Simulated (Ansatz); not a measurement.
`C[SiH](C)[GeH3]` + `[OH][In]([OH])[SH]` → `C[O][In]([OH])[SH]` + `C[SiH2][GeH3]`  (substitution at a C–Si bond)

Gas-phase electronic energies from Ansatz, PBE0-D4/def2-TZVP geometries. CCSD(T)/CBS is the MP2 limit (def2-TZVPP, def2-QZVPP) plus CCSD(T) − MP2 in def2-TZVPP, frozen cores. Functionals use def2-TZVPP. Elements past krypton have def2 core potentials. For Ge, In outer-core shells are correlated without core-valence functions, which leaves a few kJ/mol of doubt a bond. Scalar relativity is left out up to krypton. Each species was taken in one conformer, which may not be the lowest.

| level | ΔE (kcal/mol) |
| --- | --- |
| ωB97X-V | 23.8 |
| ωB97M-V | 25.2 |
| SCS-MP2/def2-TZVPP | 24.5 |
| MP2/CBS(def2) | 27.4 |

What does CCSD(T)/CBS give? (Best estimate.)

Computed: +25.3 kcal/mol. The listed levels differ from it by -1.5, -0.1, -0.8, 2.1 kcal/mol.

Largest T1 diagnostic among the species: 0.016.

In def2-TZVPP, CCSD(T) changes the Hartree–Fock value by +3.3 kcal/mol (the triples alone add +0.2 kcal/mol) and MP2 by +5.3 kcal/mol. The D4 term adds +0.8 kcal/mol with B3LYP and +0.5 kcal/mol with PBE0; it sums over pairs of atoms, weighted by their polarisabilities, and B3LYP, whose exchange is more repulsive, gets the larger term.

B3LYP here is the variant with VWN-RPA as its local correlation; programs differ in this.
